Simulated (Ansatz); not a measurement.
Coupled-cluster diagnostics for the cluster Ca2S2, Ansatz.

Geometry of the singlet (r2SCAN-D4/def2-TZVP):

Cartesian coordinates in Å:
```
Ca -0.9293 -1.3118 -0.3663
Ca 0.9284 1.3095 0.3766
S 1.5767 -1.0830 -0.1215
S -1.5759 1.0853 0.1112
```

Correlated methods freeze 20 core orbitals; core or outer-core shells of Ca are correlated, in sets that lack core-valence functions. At PBE0-D4/def2-TZVP a singlet of charge 0 lies 2.12 eV below the triplet, each at its own geometry. At PBE0-D4/def2-TZVP a singlet of charge 0 lies 4.78 eV below the quintet, each at its own geometry. The structure comes from a short search, and lower isomers may exist.

Geometry of the charge 0 triplet (r2SCAN-D4/def2-TZVP):

```xyz
4

Ca    0.076    1.906    0.330
Ca   -0.078   -1.707   -0.909
S     1.606   -0.159    0.264
S    -1.604   -0.040    0.315
```

Geometry of the charge 0 quintet (r2SCAN-D4/def2-TZVP):

```xyz
4

Ca   -1.413   -0.732   -1.162
Ca    0.985    0.800    1.507
S     0.517   -1.758    0.544
S    -0.089    1.690   -0.889
```

(1) Estimate the CCSD(T) correlation energy, the shares of MP2 and (T), T1 and the reference's ⟨S²⟩ for: charge 0, singlet, own geometry in def2-TZVPP; charge 0, triplet, own geometry in def2-TZVPP; charge 0, quintet, own geometry in def2-TZVPP; charge 1, doublet, vertical in def2-TZVPP; and the rough time on 4 threads of Arm Neoverse V1 on a shared host.

## Answers

(1) 
```csv
state,basis,correlation (eV),MP2 share (%),(T) share (%),T1,⟨S²⟩ (pure),wall time,remarks
"charge 0, singlet, own geometry",def2-TZVPP,-22.751,90.2,3.7,0.012,0.00 (0.00),5.5 s,–
"charge 0, triplet, own geometry",def2-TZVPP,-22.506,88.3,4.0,0.071,2.04 (2.00),1.7 min,large T1
"charge 0, quintet, own geometry",def2-TZVPP,-20.771,87.5,2.9,0.017,6.02 (6.00),20 s,–
"charge 1, doublet, vertical",def2-TZVPP,-21.692,88.8,3.6,0.032,0.76 (0.75),41 s,–
```
Customary marks for T1 are 0.02 (closed shells), 0.045 (open shells) and about 0.05 (3d metals). T1 exceeds 0.02 in 2 of 4 rows and 0.045 in 1; the higher it lies, the less the single-reference result can be trusted.
